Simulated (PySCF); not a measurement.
B(H)(NHMe)2 (C2H9BN2), SMILES N(C)BNC.

Coordinates come from a PBE0-D3(BJ)/def2-SVP optimisation. The structure was generated by enumeration, and PubChem lists no compound with its InChIKey, so it may never have been made. One conformer was computed; it need not be the lowest.

Computed with PBE0/def2-TZVP (PySCF).

Gas-phase values at a fixed geometry.

Computed frontier levels, gap, dipole moment and polarisability:
```yaml
highest_occupied_level: -6.25 eV
lowest_empty_level: 1.09 eV
orbital_gap: 7.34 eV
dipole_moment: 1.27 D
quadrupole, principal values (traceless, Buckingham form, about the centre of nuclear charge): -4.84, -0.94, 5.78 D·Å
mean_static_polarisability: 57.2 bohr³ (8.48 Å³)
polarisability_principal_values: 44.9, 54.8, 72.1 bohr³
```
